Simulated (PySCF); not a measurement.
**How methods differ on the excitation energy of V⁺**

V⁺ [Ar] 3d4 (5D) → V⁺ [Ar] 3d3 4p1 (high-spin determinant), as a difference of total energies. Calculation: PySCF 2.14, in aug-cc-pVTZ-DK (8s7p5d3f2g, 93 functions); the spin-free X2C one-electron Hamiltonian (Gaussian nucleus). Correlated levels: valence: [Ar] frozen. The calculations carry no spin-orbit coupling.

```csv
method,excitation energy (eV)
UHF,3.464
LDA,4.868
PBE,4.547
PBE0,4.427
r2SCANh,4.254
B2PLYP,4.242
M06,4.740
MP2 (valence),4.028
SCS-MP2 (valence),3.652
```

Problem. How much does correlation contribute at MP2 (valence)?

Solution. 4.028 − (3.464) = 0.564 eV, measured against UHF.

A first-order spin-orbit estimate (lowest level to lowest level, LS coupling) adds -0.029 eV.

The determinant of the upper state mixes LS terms, which raises its energy above the lowest term, most at the Hartree-Fock and MP2 levels.
